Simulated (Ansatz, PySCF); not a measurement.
Isomers of C3H7B. All species are isolated molecules in the gas phase. One relaxed conformer stands for each flexible species; it need not be the lowest. Strings in code marks are SMILES.

Quantity: vertical ionisation energy (energy after one electron is removed minus that of the parent at the parent's geometry), in eV. The restricted reference of `BC(=C)C` is unstable towards unrestricted orbitals.

Level 1: frozen-core CCSD(T)/cc-pVTZ // PBE-D3(BJ)/def2-TZVP (Ansatz, a first-principles code)
Level 2: PBE-D3(BJ)/def2-TZVP (PySCF)
Level 3: minus the HOMO energy of B3LYP/6-31G* // PBE-D3(BJ)/def2-TZVP (PySCF)
Level 4: minus the HOMO energy of SVWN5/6-31G* // PBE-D3(BJ)/def2-TZVP (PySCF)

```
species        level 1  level 2  level 3  level 4
-------------  -------  -------  -------  -------
`C[C@@H]1BC1`     9.52     9.22     6.64     5.61
`B=C(C)C`         8.26     8.05     5.41     4.61
`BC(=C)C`        10.23    10.06     7.40     6.74
`BCC=C`           9.66     9.35     6.67     5.89
`[H]/B=C/CC`      8.65     8.48     5.70     4.92
```
